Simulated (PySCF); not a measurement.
ITl, SMILES [I][Tl] (connectivity only; charge and spin as stated), charge -1, multiplicity 2.

The structure is a stationary point at PBE0-D3(BJ)/def2-TZVPD. The multiplicity is an assumed one; other spin states were not compared. The def2 effective core potentials stand for the cores of I, Tl; spin–orbit coupling is left out.

Level of theory: PySCF with IEF-PCM-B3LYP/def2-SVPD.

The values are the electrostatic part of the solvation free energy, E(continuum) − E(gas) at the gas-phase geometry, in a cavity of scaled van der Waals radii (PySCF's table); cavitation and dispersion terms are not included. A continuum can't describe solvent molecules that bind to the metal.

```csv
solvent,ε,ΔG(elec) (kcal/mol)
water,78.36,-48.4
benzene,2.27,-26.5
n-hexane,1.88,…
```

**Question.** Complete the blanks. (Estimate from the structure and the level; the computed values follow.)

**Answer.** 
- n-hexane, ΔG(elec) (kcal/mol): -22.0
